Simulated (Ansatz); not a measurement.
Geometry optimisation, Ansatz 0.2.0, RKS PBE-D4/def2-SVP.

The input (input.yaml):

```yaml
crystal:
  periodic: [false, false, false]
  atoms:
    - { symbol: "N", position_ang: [-0.5903, 1.2866, 0.0213] }
    - { symbol: B, position_ang: [-0.3069, -0.1389, -0.2177] }
    - { symbol: "N", position_ang: [-1.02454, -0.84165, -1.32238] }
    - { symbol: Cl, position_ang: [0.8385, -1.07973, 0.81359] }
    - { symbol: H, position_ang: [-0.3534, 1.8377, -0.8726] }
    - { symbol: H, position_ang: [-0.0321, 1.6987, 0.7826] }
    - { symbol: H, position_ang: [-0.35968, -1.25438, -1.98576] }
    - { symbol: H, position_ang: [-1.60152, -1.65849, -0.89679] }
basis:
  gaussian: { orbitals: def2-SVP }
hamiltonian:
  xc: pbe
  dispersion: d4
relax:
  f_tol: 0.015
  max_steps: 40
output:
  orbitals: {}
```

Command:

```bash
$ ansatz run input.yaml --threads 1 --pin off --max-ram 2048MiB --backend cpu --events-out ev --progress --plain --runs-dir out
```

Q: Where does it end, and by what steps?

A: It converged. After 10 steps the energy has fallen by 1.051 eV; H8 moved furthest, 1.34 Å.

| step | energy less start (eV) | largest force component (eV/Å) | accepted |
| --- | --- | --- | --- |
| 0 | 0.0000 | 1.652 | yes |
| 1 | -0.3138 | 1.581 | yes |
| 2 | -0.4727 | 1.662 | yes |
| 3 | -0.6204 | 0.486 | yes |
| 4 | -0.6701 | 0.664 | yes |
| 5 | -0.7853 | 0.720 | yes |
| 6 | -0.8959 | 0.658 | yes |
| 7 | -0.9873 | 0.526 | yes |
| 8 | -1.0402 | 0.223 | yes |
| 9 | -1.0505 | 0.032 | yes |
| 10 | -1.0510 | 0.014 | yes |

```xyz
8
Properties=species:S:1:pos:R:3
N -0.431 1.179 -0.001
B -0.143 -0.184 -0.253
N -0.816 -0.989 -1.203
Cl 1.181 -0.952 0.708
H -1.153 1.707 -0.488
H 0.081 1.714 0.696
H -0.571 -1.966 -1.346
H -1.578 -0.658 -1.791
```

Whether the end is a true minimum wasn't checked by a vibrational analysis.

Run time: 24 s on 1 thread of Intel(R) Xeon(R) Processor @ 2.70GHz, on a shared host, peak memory 0.13 GiB.
